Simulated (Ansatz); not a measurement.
Total energies of Mg6S5F2 from Ansatz at PBE0-D4/def2-SVP, gas phase (1 Eh = 27.2114 eV = 2625.5 kJ/mol). The reference geometry is relaxed at PBE-D4/def2-SVP.

Cartesian coordinates in Å:
```
Mg 1.5160 1.6222 1.4344
S 1.9990 1.2134 -1.0404
S 1.5305 -0.5427 2.5529
Mg 1.5957 -1.0947 0.1762
Mg 0.6227 -0.3209 -2.5486
S 0.6143 -2.5360 -1.5321
S -0.7717 2.4402 1.6146
Mg -0.8976 -0.0551 2.0235
Mg -0.5719 1.7159 -0.7087
S -1.6884 0.4471 -2.4713
Mg -1.5228 -1.4148 -0.7636
F -2.1577 -1.3118 1.1238
F -0.2681 -0.1626 0.1393
```

```json
{"state": "charge 0 singlet", "geometry": "reference", "energy (Eh)": "-3389.29198"}
{"state": "charge 1 doublet", "geometry": "reference", "energy (Eh)": "-3388.98038"}
{"state": "charge -1 doublet", "geometry": "reference", "energy (Eh)": "-3389.34022"}
{"state": "free Mg atom (singlet)", "geometry": "–", "energy (Eh)": "-199.88967"}
{"state": "free S atom (triplet)", "geometry": "–", "energy (Eh)": "-397.83788"}
{"state": "free F atom (doublet)", "geometry": "–", "energy (Eh)": "-99.54906"}
```

Question: Work out the vertical ionisation energy to the doublet.

Answer: E(charge 1 doublet) − E(charge 0 singlet) = -3388.98038 − (-3389.29198) = 0.31160 Eh = 8.48 eV. For comparison, −ε of the highest occupied level is 7.01 eV at this level, 1.47 eV less.

Question: Work out the vertical electron affinity, to the doublet.

Answer: E(charge 0 singlet) − E(charge -1 doublet) = -3389.29198 − (-3389.34022) = 0.04824 Eh = 1.31 eV. The basis lacks diffuse functions, which makes affinities too small.

Question: Give the fundamental gap IE − EA, the Mulliken electronegativity (IE + EA)/2 and the hardness (IE − EA)/2.

Answer: From the values in Eh: IE − EA = 0.31160 − 0.04824 = 0.26336 Eh = 7.17 eV; (IE + EA)/2 = 4.90 eV; (IE − EA)/2 = 3.58 eV. The HOMO–LUMO gap of the same run is 4.69 eV, 2.48 eV smaller than the fundamental gap.

Question: What is the binding energy per atom against free atoms?

Answer: Atoms: 6 × (-199.88967) + 5 × (-397.83788) + 2 × (-99.54906) = -3387.62554 Eh. Binding: -3387.62554 − (-3389.29198) = 1.66644 Eh = 45.35 eV, or 3.49 eV for each of 13 atoms (no zero-point energy, no counterpoise term).
